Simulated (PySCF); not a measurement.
## H2GeS: breathing scan

These are results of PySCF, PBE0, basis Ge def2-TZVP, S def2-TZVP, H def2-TZVP (no relativity, density fitting), not measurements.

Rigid scan from the singlet minimum (Ge–H 1.540 Å (×2), Ge–S 2.021 Å; H–Ge–H 111.0°, H–Ge–S 124.5° (×2)). Coordinate: all bonds to the central atom scaled together. Energies in kJ/mol from the minimum.

(1) Predict the curve at 0.88, 0.92, 0.96, 1.00, 1.04, 1.08, 1.14, 1.22, 1.35.

Results:

(1) 
```
scale of all bonds to the centre  E (kJ/mol)  dipole size (D)
                            0.88       193.8             2.50
                            0.92        76.5             2.67
                            0.96        17.1             2.84
                            1.00         0.0             3.00
                            1.04        13.6             3.16
                            1.08        49.0             3.31
                            1.14       128.2             3.50
                            1.22       258.5             3.67
                            1.35       478.9             3.71
```

At long bonds a restricted determinant can lie too high, and another spin state can fall below this curve.

Other isomers or separated fragments may lie lower.

The scan took 10 s on 2 threads of a shared Arm Neoverse V2 host; the process peaked at 1 GiB. Launch command: `OMP_NUM_THREADS=2 python axn.py task.json out`.
